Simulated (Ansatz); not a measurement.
Computed with Ansatz on PBE0-D4/def2-TZVP structures; ΔE is electronic, products minus reactants. CCSD(T)/CBS adds triple-zeta CCSD(T) − MP2 to the extrapolated MP2 energy (def2 sets, frozen cores). This one scheme is used for every species. Double bonds are as drawn, so ΔE can hold a change between cis and trans. Functionals use def2-TZVPP. Each species was taken in one conformer, which may not be the lowest.

Consider the formal exchange of groups at a C–F bond: `F/C=C\CF` + SiH₄ → `FC/C=C/[SiH3]` + H–F.

```tsv
level	ΔE (kJ/mol)	difference from CCSD(T)/CBS
B97M-V	-64.3	18.9
r2SCANh-D4	-69.2	14.0
B2PLYP	-67.9	15.3
r2SCAN	-65.3	17.9
r2SCANh	-67.6	15.6
r2SCAN0	-70.6	12.6
BHLYP	-62.1	21.1
MP2/def2-SVP	-64.5	18.7
CCSD/def2-SVP	-54.2	29.0
MP2/def2-TZVPP	-87.9	-4.7
SCS-MP2/def2-TZVPP	-77.9	5.3
CCSD/def2-TZVPP	-74.9	8.3
CCSD(T)/def2-TZVPP	-76.4	6.8
MP2/def2-QZVPP	-91.9	-8.7
HF/CBS(def2)	-58.2	25.0
MP2/CBS(def2)	-94.7	-11.5
CCSD(T)/CBS	-83.2	0
```

Largest T1 diagnostic among the species: 0.012.

Leaving LDA and LC-ωPBE aside and taking each functional with its dispersion term where it has one, the values, not all of them listed here, spread over 16.9 kJ/mol, from PBE-QIDH to BLYP-D4. At CCSD(T), def2-SVP lies +28.8 kJ/mol from the extrapolated value and def2-TZVPP +6.8 kJ/mol.
